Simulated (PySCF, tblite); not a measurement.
Isomers of C5H8O2SSi, one GFN2-xTB conformer each. Single-point energies are computed at PBE0/pcSseg-1 (PySCF, gas phase, no added dispersion term), electronic only.

```
              SMILES  GFN2-xTB relative energy (kcal/mol)
O=C[SiH2]O/C=C1\CCS1                                  8.5
CS[Si@H](O)C#CC(C)=O                                  0.0
```

Conformers: `[O:1]=[CH:2][SiH2:3][O:4]/[CH:5]=[C:6]1\[CH2:7][CH2:8][S:9]1` with O1–C2–Si3–O4 -179°, C2–Si3–O4–C5 180°, Si3–O4–C5–C6 -179°; `[CH3:1][S:2][Si@H:3]([OH:4])[C:5]#[C:6][C:7]([CH3:8])=[O:9]` with C1–S2–Si3–O4 176°, S2–Si3–O4–H -25°.

Problem. What does PBE0/pcSseg-1 give for the same structures?

Solution. 
| SMILES | PBE0/pcSseg-1 E (Eh) | PBE0/pcSseg-1 (kcal/mol) | GFN2-xTB (kcal/mol) | point group |
| --- | --- | --- | --- | --- |
| CS[Si@H](O)C#CC(C)=O | -1032.76815 | 0.0 | 0.0 | C1 |
| O=C[SiH2]O/C=C1\CCS1 | -1032.71263 | 34.8 | 8.5 | near Cs |

Both levels put the same isomer lowest. As drawn, the lower has a C≡C bond and an O–H bond, which the higher lacks; the higher has a four-membered ring and a C=C bond outside aromatic rings, which the lower lacks.

Problem. Which frontier levels, dipoles and rotational constants go with these structures?

Solution. 
```
              SMILES  HOMO (eV, PBE0/pcSseg-1)  LUMO (eV)  dipole (D)       A, B, C (MHz)
CS[Si@H](O)C#CC(C)=O                     -7.13      -2.04        1.87  1782, 554.5, 453.9
O=C[SiH2]O/C=C1\CCS1                     -5.86      -1.58        2.36  3918, 417.4, 380.7
```

Problem. What happens when harmonic zero-point energies from GFN2-xTB frequencies are added?

Solution. 
```
              SMILES  ZPE (kcal/mol)  electronic (kcal/mol)  with ZPE (kcal/mol)
CS[Si@H](O)C#CC(C)=O            72.7                    0.0                  0.0
O=C[SiH2]O/C=C1\CCS1            72.6                   34.8                 34.7
```

The zero-point energies span 0.1 kcal/mol. The order is unchanged.
